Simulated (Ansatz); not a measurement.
Ansatz results at the PBE0-D4/def2-TZVP geometry: LUMO energy (B3LYP/def2-TZVPP) -2.11 eV; ideal-gas entropy at 298 K and 1 bar (rigid rotor, harmonic PBE0-D4/def2-TZVP) 437 J/(mol·K); LUMO energy (PBE/def2-TZVPP) -2.64 eV.

Each molecule was computed in one conformer, which needn't be the lowest.

Which molecule gave them?
A. `[SiH3]C1[SiH2]S1`
B. `C[SiH2][GaH][CH](O)F`
C. `O=C1OCO1`
D. `NC(S)[SiH2]Cl`

B. The others give `O=C1OCO1`: 0.41, 271, -0.43; `NC(S)[SiH2]Cl`: -0.52, 370, -1.20; `[SiH3]C1[SiH2]S1`: -0.77, 331, -1.40.

B3LYP here is the variant with VWN-RPA as its local correlation; programs differ in this.
